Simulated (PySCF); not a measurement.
Order these species by their calculated properties.

Species are written as SMILES; each is one conformer at its optimised geometry, gas phase, non-relativistic unless stated. Electronic properties by PySCF.

Dipoles, sizes and rotational constants follow the conformer. The torsions of the flexible species, by atom-mapped SMILES:
- `[CH2:1][SiH2:2][C:3]#[C:4][SiH2:5][S:6][CH3:7]`: C4–Si5–S6–C7 -56°
- `[H]\[C:1]=[CH:2]/[N:3]=[CH:4]/[C:5](=[CH:6]\[Cl:7])[O:8][CH3:9]`: C1–C2–N3–C4 -43°, N3–C4–C5–C6 175°, C4–C5–O8–C9 -7°
- `[CH3:1][SiH2:2][C:3]#[C:4][SiH:5][S:6][CH3:7]`: C4–Si5–S6–C7 39°
- `[F:1][CH2:2][CH2:3][n+:4]1[cH:5][cH:6][o:7][cH:8]1`: F1–C2–C3–N4 -59°, C2–C3–N4–C5 72°
- `[CH3:1][SiH:2][NH:3][C:4]([CH3:5])([CH3:6])[CH3:7]`: C1–Si2–N3–C4 178°, Si2–N3–C4–C5 -156°
- `[O:1]=[CH:2][NH:3][C:4]([F:5])[F:6]`: O1–C2–N3–C4 4°, C2–N3–C4–F5 -34°
- `[O-:1][C:2]([OH:3])[c:4]1[cH:5][cH:6][s:7][cH:8]1`: O1–C2–C4–C5 0°, H–O3–C2–O1 0°
- `[CH3:1][CH2:2][CH2:3][CH2:4][CH2:5][N:6][SiH3:7]`: C1–C2–C3–C4 -170°, C2–C3–C4–C5 64°, C3–C4–C5–N6 -72°, C4–C5–N6–Si7 -69°

(1) Rank by smallest rotational constant, lowest first (GFN2-xTB).
A. `C[SiH2]C#C[SiH]SC` (C4H9SSi2) [radical]
B. `[CH2][SiH2]C#C[SiH2]SC` (C4H9SSi2) [radical]
C. `FCC[n+]1ccoc1` ([C5H7FNO]+)
D. `[H]\[C]=C/N=C/C(=C\Cl)OC` (C6H7ClNO) [radical]
E. `[O-][C](O)c1ccsc1` ([C5H4O2S]-) [radical]
F. `CSC` (C2H6S)
G. `[C](F)(NC=O)F` (C2H2F2NO) [radical]
H. `C[SiH]NC(C)(C)C` (C5H14NSi) [radical]

(2) By how much do the two ends of that ranking differ?

(3) Rank by isotropic g value, highest first (unrestricted B3LYP/pcH-1, mean-field spin–orbit at GFN2-xTB geometries).
A. `CC(C)(N[SiH]C)C` [radical]
B. `[C]([O-])(O)c1cscc1` [radical]
C. `[CH2][SiH2]C#C[SiH2]SC` [radical]
D. `C(CCC[N][SiH3])C` [radical]
E. `F[C](F)NC=O` [radical]

(4) Give the two extremes of that set as shifts from the free-electron value 2.002319.

Answers

(1) A (0.455 GHz), B (0.508 GHz), D (0.613 GHz), E (0.913 GHz), H (1.115 GHz), C (1.237 GHz), G (1.986 GHz), F (5.707 GHz).

(2) By 5.252 GHz, between `CSC` (dimethyl sulfide) and `C[SiH2]C#C[SiH]SC` [doublet state].

(3) D (2.00595), B (2.00393), E (2.00349), A (2.00290), C (2.00259).

(4) `[CH2][SiH2]C#C[SiH2]SC` [doublet state]: +270 ppm; `CCCCC[N][SiH3]` [doublet state]: +3630 ppm.
